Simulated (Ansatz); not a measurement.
PtCl2 was relaxed with PBE-D4 (def2-TZVP) in Ansatz in these states: neutral quintet, neutral triplet. The geometries follow in no particular order.

In the def2 sets Pt takes a core potential; there is no spin–orbit coupling.

A:

Cartesian coordinates in Å:
```
Pt 0.000 -0.001 0.000
Cl -0.127 1.280 -1.745
Cl 0.126 -1.280 1.746
```

B:

```xyz
3

Pt   -0.126   -0.305   -0.903
Cl   -1.674   -0.183    0.806
Cl    1.800    0.487    0.097
```

Q: Judge from the bond lengths which geometry belongs to which state (an estimate).

A: A is the neutral triplet (Pt1–Cl3 2.168 Å, Pt1–Cl2 2.168 Å); B is the neutral quintet (Pt1–Cl3 2.309 Å, Pt1–Cl2 2.309 Å).

At PBE0-D4/def2-TZVP a triplet lies 3.77 eV below the neutral quintet. These are the stationary points nearest to one start from a short search; other shapes may lie lower in each state.
